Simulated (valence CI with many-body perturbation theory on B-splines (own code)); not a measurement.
## Pd XVI: calculated level list

Level of theory: valence CI with perturbative core correlation (CI+MBPT): three valence electrons over a frozen Dirac-Fock core [Ar] 3d10, a basis of 11 s, 11 p, 10 d, 8 f, 5 g, 2 h functions for each j, with the one-electron correlation potential Σ1 (screened to all orders), the two-electron term Σ2, the three-electron term Σ3, Breit, model QED; selected single and double excitations, second order for the rest, scaled by the run's own slope (own B-spline code, finite nucleus).

No measured levels were compared; by estimate levels hold to about 250 cm⁻¹ or 0.2 % of their energy and the worst to 1 %, as in measured heavy ions of charge 2 to 7; those with d or f electrons hold less well.

Levels 46 to 90 of 187, with energies above the lowest level, 4s2 4p 2P°_1/2. "Leading %" is the weight of the configuration and term that name the level; weights of strongly mixed levels are sums over their largest components and can fall short, so below about 35 % the name and the second component can differ from the true leading terms, or belong to a minority configuration. Lifetimes count E1, E2, E3, M1 and M2 decay at the calculated energies, and are blank where another channel may lead or the interval is too uncertain; long ones can be off by a factor of two.

```
No.  Configuration  Term     J  E (cm⁻¹)  Leading %  Lifetime      g
 46         4p2 4d    2F   7/2   1145000         42   63.5 ps  1.129
 47         4p2 4d    2P   3/2   1147800         41   24.1 ps  1.082
 48         4p2 4d    4F   7/2   1149800         47   45.9 ps  1.285
 49         4p2 4d    4D   1/2   1149900         84   28.7 ps  0.109
 50         4p2 4d    4F   9/2   1160300         59   54.8 ps  1.245
 51         4p2 4d    4D   5/2   1168500         55   23.7 ps  1.255
 52         4p2 4d    4D   3/2   1169200         44   18.6 ps  1.237
 53         4p2 4d    2G   7/2   1182300         60   42.1 ps  1.006
 54         4s2 5s    2S   1/2   1193400         98   3.11 ps  2.001
 55         4p2 4d    4P   5/2   1198200         54   6.52 ps  1.421
 56         4p2 4d    2P   1/2   1198400         57   11.3 ps  1.165
 57         4p2 4d    4P   3/2   1202400         45   6.59 ps  1.338
 58         4p2 4d    4D   7/2   1202500         52   40.4 ps  1.287
 59         4p2 4d    2G   9/2   1208400         52   58.3 ps  1.198
 60         4p2 4d    4P   1/2   1217800         53   6.52 ps  1.744
 61         4p2 4d    2D   5/2   1219600         46   7.32 ps  1.149
 62         4p2 4d    2D   3/2   1229000         76   16.4 ps  0.899
 63         4p2 4d    2D   3/2   1233200         51   6.91 ps  1.138
 64         4p2 4d    2P   1/2   1239800         64   9.67 ps  1.028
 65         4p2 4d    2F   5/2   1240100         43   5.89 ps  1.111
 66         4p2 4d    2F   7/2   1253700         68   6.02 ps  1.131
 67         4p2 4d    2S   1/2   1268200         58   7.83 ps  1.951
 68         4p2 4d    2P   3/2   1274200         63   8.52 ps  1.268
 69         4p2 4d    2D   5/2   1274900         89   28.2 ps  1.201
 70         4p2 4d    2D   5/2   1298300         52   6.16 ps  1.143
 71         4p2 4d    2D   3/2   1298600         73   6.45 ps  0.815
 72       4s 4p 4f    4G   5/2   1309400         44   11.8 ps  0.835
 73       4s 4p 4f    4F   7/2   1310800         39   13.6 ps  1.141
 74       4s 4p 4f    4F   3/2   1314100         55   13.2 ps  0.452
 75       4s 4p 4f    4F   9/2   1317100         38   16.3 ps  1.250
 76       4s 4p 4f    4G   5/2   1322700         46   10.5 ps  0.829
 77         4s2 5p   2P°   1/2   1324700         97   8.95 ps  0.666
 78       4s 4p 4f    4G   7/2   1329800         42   11.1 ps  1.133
 79       4s 4p 4f    2G   7/2   1343900         44   18.9 ps  0.953
 80         4s2 5p   2P°   3/2   1345500         96   9.10 ps  1.334
 81         4s 4d2    4F   9/2   1347100         33   14.6 ps  1.239
 82       4s 4p 4f    4D   7/2   1353200         43   8.20 ps  1.273
 83         4s 4d2    2G   9/2   1358700         34   17.9 ps  1.133
 84       4s 4p 4f    4D   5/2   1359500         35   6.44 ps  1.105
 85       4s 4p 4f    4G  11/2   1363100        100   10.3 ps  1.273
 86       4s 4p 4f    2F   5/2   1364300         29   7.20 ps  1.056
 87         4s 4d2    4F   3/2   1366100         52   5.26 ps  0.643
 88         4s 4d2    4P   1/2   1375500         98   5.62 ps  2.663
 89         4s 4d2    4P   3/2   1377600         94   5.75 ps  1.682
 90         4s 4d2    4P   5/2   1379100         72   5.87 ps  1.455
```

Names give the largest LS component (configuration and term), which can be under half, so a name can repeat, a term be missing and a line seem to break the LS rules; names also repeat where a configuration has a term twice.

Where two levels of one J and parity lie close, their mixing, g and order are uncertain.
